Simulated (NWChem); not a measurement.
System: CdH$_{2}$S; SMILES [SH][CdH]

Here is an NWChem input.

```
start job
memory heap 200 mb stack 900 mb global 1100 mb
geometry units angstroms noautoz
  Cd     0.399596    -0.372253     0.000000
  H      0.660627    -2.020642     0.000000
  S      0.068026     1.973579     0.000000
  H     -1.290018     1.843513     0.000000
end
basis spherical
  * library def2-tzvp
end
ecp
  Cd library def2-ecp
end
dft
  xc pbe0
  iterations 150
  vectors input atomic output neutral.movecs
end
task dft energy
charge 1
dft
  odft
  mult 2
  vectors input atomic output cation.movecs
end
task dft energy
```

Output (shortened):

```
             Northwest Computational Chemistry Package (NWChem) 7.3.0
             --------------------------------------------------------

 CS  symmetry detected

                             Geometry "geometry" -> ""
                             -------------------------

 Output coordinates in angstroms (scale by  1.889725989 to convert to a.u.)

  No.       Tag          Charge          X              Y              Z
 ---- ---------------- ---------- -------------- -------------- --------------
    1 Cd                  48.0000     0.00949750    -0.58615264     0.00000000
    2 H                    1.0000     0.00670169    -2.25507914     0.00000000
    3 S                   16.0000     0.05287935     1.78259903     0.00000000
    4 H                    1.0000    -1.30865154     1.86882140     0.00000000

 Effective nuclear repulsion energy (a.u.)     204.3023858682

      Symmetry information
      --------------------

 Group name             Cs
 Group number              2
 Group order               2
 No. of unique centers     4

                                 NWChem DFT Module
                                 -----------------

 Summary of "ao basis" -> "ao basis" (spherical)
 ------------------------------------------------------------------------------
       Tag                 Description            Shells   Functions and Types
 ---------------- ------------------------------  ------  ---------------------
 Cd                        def2-tzvp                14       40   6s4p3d1f
 H                         def2-tzvp                 4        6   3s1p
 S                         def2-tzvp                13       37   5s5p2d1f

      Symmetry analysis of basis
      --------------------------

        a'         62
        a"         27

            General Information
            -------------------
          SCF calculation type: DFT
          Wavefunction type:  closed shell.
          No. of atoms     :     4
          No. of electrons :    38
           Alpha electrons :    19
            Beta electrons :    19
          Charge           :     0
          Spin multiplicity:     1
          Use of symmetry is: on ; symmetry adaption is: on
          Maximum number of iterations: 150
          AO basis - number of functions:    89
                     number of shells:    35
          Convergence on energy requested:  1.00D-06
          Convergence on density requested:  1.00D-05
          Convergence on gradient requested:  5.00D-04

              XC Information
              --------------
                         PBE0 Method XC Functional
                     Hartree-Fock (Exact) Exchange  0.250
          PerdewBurkeErnzerhof Exchange Functional  0.750
            Perdew 1991 LDA Correlation Functional  1.000 local
           PerdewBurkeErnz. Correlation Functional  1.000 non-local

             Grid Information
             ----------------
          Grid used for XC integration:  medium
          Radial quadrature: Mura-Knowles
          Angular quadrature: Lebedev.
          Tag              B.-S. Rad. Rad. Pts. Rad. Cut. Ang. Pts.
          ---              ---------- --------- --------- ---------
          Cd                  1.55      123          10.0       590
          H                   0.35       45          12.0       434
          S                   1.00       88          11.0       590
          Grid pruning is: on
          Number of quadrature shells:   301
          Spatial weights used:  Erf1

      Superposition of Atomic Density Guess
      -------------------------------------

 Sum of atomic energies:        -590.39401607

      Non-variational initial energy
      ------------------------------

 Total energy =    -565.630071
 1-e energy   =   -1027.254705
 2-e energy   =     371.583909
 HOMO         =      -0.318793
 LUMO         =       0.009578

      Symmetry analysis of molecular orbitals - initial
      -------------------------------------------------

  Numbering of irreducible representations:

     1 a'          2 a"

  Orbital symmetries:

     1 a'          2 a'          3 a'          4 a'          5 a"
     6 a'          7 a'          8 a'          9 a"         10 a'
    11 a'         12 a'         13 a"         14 a'         15 a"
    16 a'         17 a'         18 a'         19 a"         20 a'
    21 a'         22 a"         23 a'         24 a'         25 a'
    26 a'         27 a"         28 a'         29 a'

   convergence    iter        energy       DeltaE   RMS-Dens  Diis-err
 ---------------- ----- ----------------- --------- --------- ---------
 d= 0,ls=0.0,diis     1   -566.9995581373 -6.57D+02  9.84D-03  4.50D-01
 d= 0,ls=0.0,diis     2   -567.0063053898 -6.75D-03  5.61D-03  2.02D-01
 d= 0,ls=0.0,diis     3   -567.0310576598 -2.48D-02  1.82D-03  6.03D-02
 d= 0,ls=0.0,diis     4   -567.0385806423 -7.52D-03  2.37D-04  1.30D-03
 d= 0,ls=0.0,diis     5   -567.0387367934 -1.56D-04  7.42D-05  8.67D-05
  Resetting Diis
 d= 0,ls=0.0,diis     6   -567.0387422983 -5.50D-06  1.56D-05  6.26D-06
 d= 0,ls=0.0,diis     7   -567.0387428955 -5.97D-07  7.43D-06  2.27D-07

         Total DFT energy =     -567.038742895500
      One electron energy =    -1027.834967665162
           Coulomb energy =      412.462423408308
    Exchange-Corr. energy =      -41.706924045659
 Nuclear repulsion energy =       90.040725407013

 Numeric. integr. density =       38.000001407187

                  Occupations of the irreducible representations
                  ----------------------------------------------

                     irrep           alpha         beta
                     --------     --------     --------
                     a'               14.0         14.0
                     a"                5.0          5.0

                       DFT Final Molecular Orbital Analysis
                       ------------------------------------

 Vector   17  Occ=2.000000D+00  E=-3.465550D-01  Symmetry=a'
              MO Center= -1.8D-02, -8.1D-01, -3.6D-16, r^2= 3.4D+00
   Bfn.  Coefficient  Atom+Function         Bfn.  Coefficient  Atom+Function
  ----- ------------  ---------------      ----- ------------  ---------------
     5      0.571846  1 Cd s                  3     -0.348687  1 Cd s
    42      0.214453  2 H  s                  2      0.194975  1 Cd s
     4     -0.163845  1 Cd s                 62     -0.150585  3 S  py
    23      0.143548  1 Cd d  2              51     -0.136083  3 S  s
     6      0.135106  1 Cd s                 43      0.131456  2 H  s

 Vector   18  Occ=2.000000D+00  E=-2.958440D-01  Symmetry=a'
              MO Center=  2.6D-02,  5.5D-01, -1.1D-16, r^2= 4.6D+00
   Bfn.  Coefficient  Atom+Function         Bfn.  Coefficient  Atom+Function
  ----- ------------  ---------------      ----- ------------  ---------------
    62      0.408613  3 S  py                65      0.268212  3 S  py
    42      0.212740  2 H  s                 14     -0.190100  1 Cd py
    43      0.176172  2 H  s                  8      0.174268  1 Cd py
    59      0.172686  3 S  py                53     -0.151283  3 S  py
    41      0.110662  2 H  s                 50      0.107541  3 S  s

 Vector   19  Occ=2.000000D+00  E=-2.587750D-01  Symmetry=a"
              MO Center=  1.8D-02,  1.7D+00,  2.2D-15, r^2= 1.8D+00
   Bfn.  Coefficient  Atom+Function         Bfn.  Coefficient  Atom+Function
  ----- ------------  ---------------      ----- ------------  ---------------
    63      0.502507  3 S  pz                66      0.389143  3 S  pz
    60      0.225941  3 S  pz                54     -0.188605  3 S  pz
    57     -0.086255  3 S  pz                20     -0.083053  1 Cd d -1
    15      0.078407  1 Cd pz                 9     -0.053914  1 Cd pz
    18      0.054010  1 Cd pz                25     -0.044902  1 Cd d -1

 Vector   20  Occ=0.000000D+00  E=-3.125739D-02  Symmetry=a'
              MO Center= -2.5D-01, -5.8D-01, -5.2D-15, r^2= 5.2D+00
   Bfn.  Coefficient  Atom+Function         Bfn.  Coefficient  Atom+Function
  ----- ------------  ---------------      ----- ------------  ---------------
    16      0.759849  1 Cd px                13      0.338508  1 Cd px
     6     -0.219428  1 Cd s                  7     -0.206530  1 Cd px
    86      0.166279  4 H  s                 65     -0.120523  3 S  py
     5     -0.093781  1 Cd s                 17     -0.093845  1 Cd py
    43      0.091356  2 H  s                 85      0.071027  4 H  s

 Vector   21  Occ=0.000000D+00  E=-2.026180D-02  Symmetry=a'
              MO Center=  2.4D-01, -1.2D-01,  8.4D-15, r^2= 5.7D+00
   Bfn.  Coefficient  Atom+Function         Bfn.  Coefficient  Atom+Function
  ----- ------------  ---------------      ----- ------------  ---------------
     6      0.995943  1 Cd s                 43     -0.601139  2 H  s
    51     -0.555469  3 S  s                  5      0.438016  1 Cd s
    65      0.403838  3 S  py                62      0.226519  3 S  py
    17      0.224229  1 Cd py                 3     -0.213982  1 Cd s
    42     -0.188940  2 H  s                 23     -0.167023  1 Cd d  2

 Vector   22  Occ=0.000000D+00  E=-2.014398D-02  Symmetry=a"
              MO Center=  6.1D-03, -6.0D-01,  1.5D-15, r^2= 5.5D+00
   Bfn.  Coefficient  Atom+Function         Bfn.  Coefficient  Atom+Function
  ----- ------------  ---------------      ----- ------------  ---------------
    18      0.799338  1 Cd pz                15      0.336191  1 Cd pz
    66     -0.249212  3 S  pz                 9     -0.204300  1 Cd pz
    63     -0.126989  3 S  pz                60     -0.078490  3 S  pz
    54      0.054130  3 S  pz                73     -0.040598  3 S  d -1
    57      0.026825  3 S  pz

     Multipole analysis of the density
     ---------------------------------

     L   x y z        total         alpha         beta         nuclear
     -   - - -        -----         -----         ----         -------
     0   0 0 0     -0.000000    -19.000000    -19.000000     38.000000

[...]
```

Level: PBE0/def2-TZVP with def2 effective core potentials on Cd, vertical spin-unrestricted ions. Structure relaxed at the PBE-D3(BJ)/def2-SVP level. def2 effective core potentials on Cd; no spin-orbit coupling.
